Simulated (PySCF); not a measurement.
**ICl3, singlet: structure and spectrum**

All numbers come from PySCF, B3LYP, basis I def2-SVP with ECP28, Cl def2-SVP (scalar-relativistic core potentials, no spin–orbit coupling, density fitting).

The structure is a minimum.

Z-matrix (Å, degrees; charge 0 multiplicity 1):
```
I
Cl 1 2.4927
Cl 1 2.4927 2 120.00
Cl 1 2.4927 2 120.00 3 180.00
```

* Point group: D3h
* Bond lengths: I–Cl 2.493 Å (×3)
* Bond angles: Cl–I–Cl 120.0° (×3)
* Heat capacity Cp at 298.15 K: 79.0 J/(mol K)
* Principal polarisabilities: 29.0, 99.3, 99.3 bohr³
* Enthalpy at 298.15 K above 0 K: 19.50 kJ/mol
* Lowest empty level: -4.49 eV
* Zero-point energy: 6.6 kJ/mol
* Dipole moment: 0.00 D
* Entropy at 298.15 K and 1 bar: 358.7 J/(mol K)
* Rotational symmetry number: 6
* Rotational constants: 0.05172, 0.05172, 0.02586 cm⁻¹
* Atomisation energy without zero-point energy: 415 kJ/mol
* Highest occupied level: -7.94 eV
* Principal quadrupole moments (Buckingham, traceless) about the centre of mass: -1.96, -1.96, 3.93 D Å

Harmonic modes (masses in u: I 126.904, Cl 34.969):
```tsv
symmetry	ω (cm⁻¹)	IR (km/mol, summed over degenerate members)	μ (u)	type
e'	42	0.2	38.93	bend
a2''	134	5.2	52.03	bend
a1'	291	0.0	34.97	stretch
e'	297	168	45.19	stretch
```

In D3h the vibrations span 2e' + a2'' + a1'. The a1' mode carries no infrared intensity, as symmetry demands.

Charges (e):
```csv
atom,Mulliken,Löwdin,polar tensor,Mayer order to I1
I1,0.77,0.63,1.39,–
"Cl2,3,4",-0.26,-0.21,-0.46,0.79
```

Mulliken populations on I1 (electrons outside its core potential): s 4.00, p 10.05, d 10.19.

Outer orbital energies (eV). occupied: -10.81, -9.32, -9.32, -9.11, -9.11, -9.03, -8.48, -7.94; empty: -4.49, -4.49, 6.04, 7.05.

Counting electrons, iodine keeps 4 of its valence electrons outside its bonds, so the VSEPR class is AX3E2 and the expected shape is T-shaped (C2v). The calculation gives D3h instead.

Only a few start shapes were tried, so a lower isomer may exist.

The final relaxation and frequency run took of the order of 40 core-seconds on a shared host.
